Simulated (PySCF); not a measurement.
BFH, SMILES [BH]F, multiplicity 2.

Geometry: PBE0-D3(BJ)/def2-TZVPD. The isomer is the one that the SMILES or the coordinates give; other isomers of the formula were not compared.

Two levels are set side by side: PBE/def2-TZVPD (PySCF) and M06-2X/def2-TZVPD (PySCF). Same geometry, gas phase. Differences are taken from unrounded values.

```json
[
 {"quantity": "α-spin orbital gap (eV)", "M06-2X": "6.76", "PBE": "2.29", "PBE minus M06-2X": "-4.48"},
 {"quantity": "β-spin orbital gap (eV)", "M06-2X": "11.32", "PBE": "7.47", "PBE minus M06-2X": "-3.85"},
 {"quantity": "dipole moment (D)", "M06-2X": "0.66", "PBE": "0.58", "PBE minus M06-2X": "-0.08"},
 {"quantity": "mean polarisability (bohr³)", "M06-2X": "19.0", "PBE": "20.9", "PBE minus M06-2X": "1.9"}
]
```

PBE's more diffuse valence density responds more strongly to a field. Differences between two approximate levels are no errors against the true value.

Rough cost on one machine, each run with all the roots and properties that it gave: M06-2X against PBE about 2 times.
